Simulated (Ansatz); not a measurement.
Co4, relaxed as a multiplicity 9 with UKS r2SCAN-D4/def2-SVP in Ansatz, starting from the GFN2-xTB geometry. Force threshold 0.02 eV/Å.

The charge 0 multiplicity 9 is spin-contaminated (final ⟨S²⟩ up to 20.85, 20.00 for a pure state). The relaxation made no stability test and no search for a lower SCF solution. No other spin state of charge 0 was run. The structure comes from a short search, and lower isomers may exist.

Start:

```xyz
4

Co    1.4472    1.4077    0.1941
Co   -1.4365   -1.4103   -0.1998
Co   -0.6971    0.2827    0.8575
Co    0.6864   -0.2802   -0.8519
```

Task: Estimate the energy that the relaxation releases and the steps that it takes.

Result: 0.32 eV, in 6 steps; 4.1 min on 4 threads of Arm Neoverse V1 on a shared host. No frequencies were taken in this run, so the end may be a saddle point.

Task: Does the start keep its bonding and symmetry?

Result: By distances, no bond broke or formed. The bond that changes most is Co1–Co3, from 2.51 to 2.25 Å (atoms count from 1). The end is the same structure that another start reached, the lowest one found. Point group C2h at the start, D2h at the end, both within 0.05 Å.

Task: Predict the relaxed structure.

Result: 
Cartesian coordinates in Å:
```
Co 1.336 1.388 0.264
Co -1.336 -1.388 -0.264
Co -0.585 0.395 0.879
Co 0.586 -0.396 -0.879
```
Bond lengths (bridged metal pairs left out): 5 × Co–Co 2.25 to 2.26 Å.
